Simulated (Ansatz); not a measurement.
Relaxation of C2H6BN (10 atoms, charge 0, multiplicity 1), to a largest force component of 0.02 eV/Å in at most 50 steps.

All numbers below come from UKS PBE-D4/def2-SVP (Ansatz).

```xyz
10
Properties=species:S:1:pos:R:3:forces:R:3
B -0.690 1.677 -1.350 0.27 -0.28 0.25
N -0.006 0.898 -0.667 0.28 -0.24 0.22
C 0.720 -0.011 0.117 -0.62 -0.03 -0.07
C -0.192 -1.059 0.757 0.47 0.38 -0.20
H -1.304 2.403 -1.981 -0.75 0.86 -0.75
H 1.468 -0.508 -0.514 0.46 -0.23 -0.17
H 1.252 0.543 0.902 0.38 0.16 0.35
H 0.397 -1.747 1.359 0.33 -0.50 0.42
H -0.931 -0.576 1.392 -0.48 0.27 0.42
H -0.714 -1.620 -0.014 -0.35 -0.39 -0.46
```

Task: Where does it end, and by what steps?

Result: It converged. After 3 steps the energy has fallen by 0.077 eV; H5 moved furthest, 0.08 Å.

```csv
step,energy less start (eV),largest force component (eV/Å),accepted
0,0.0000,0.863,yes
1,-0.0707,0.232,yes
2,-0.0767,0.037,yes
3,-0.0768,0.017,yes
```

```xyz
10
Properties=species:S:1:pos:R:3
B -0.689 1.704 -1.370
N -0.012 0.910 -0.677
C 0.708 -0.009 0.115
C -0.187 -1.071 0.766
H -1.323 2.464 -2.030
H 1.484 -0.512 -0.507
H 1.268 0.538 0.908
H 0.420 -1.769 1.377
H -0.943 -0.597 1.424
H -0.725 -1.658 -0.005
```

Whether the end is a true minimum wasn't checked by a vibrational analysis.

The run took 3.6 s on 2 threads of AMD EPYC 9R45 96-Core Processor (Zen 5), with other jobs on the host, peak memory 0.17 GiB.
